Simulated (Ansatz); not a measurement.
Correlation energies of C3H9AlSi (`C/[C]([AlH2])=C\[SiH3]`) by basis set

Cartesian coordinates in Å:
```
C -0.031 -0.550 1.466
C -0.616 0.006 0.202
Al -2.524 0.344 -0.043
C 0.146 0.310 -0.865
Si 2.007 0.114 -0.993
H -0.469 -1.524 1.705
H 1.056 -0.677 1.421
H -0.254 0.098 2.319
H -3.586 0.036 1.099
H -2.966 0.942 -1.445
H -0.350 0.713 -1.751
H 2.424 -1.301 -0.793
H 2.716 0.941 0.023
H 2.447 0.549 -2.344
```

The species carries charge 0 and has multiplicity 1. The geometry is a stationary point of PBE0-D4/def2-TZVP. Frozen core, restricted reference, the Gaussian-basis code of Ansatz. CBS rows extrapolate triple and quadruple zeta; past MP2 they add the triple-zeta difference.

```csv
basis,HF (Eh),MP2 corr.,CCSD corr.,(T),CCSD(T) total
def2-TZVPP,?,?,-0.77028,?,?
def2-QZVPP,-649.73775,-0.75389,–,–,–
CBS(def2),-649.74071,?,-0.85057,as TZ,?
```

**Question.** Fill in the withheld values. (Best estimate.)

**Answer.** The calculation gave: def2-TZVPP HF (Eh): -649.71624; def2-TZVPP MP2 corr.: -0.70777; def2-TZVPP (T): -0.03217; def2-TZVPP CCSD(T) total: -650.51869; CBS(def2) MP2 corr.: -0.78805; CBS(def2) CCSD(T) total: -650.62345.
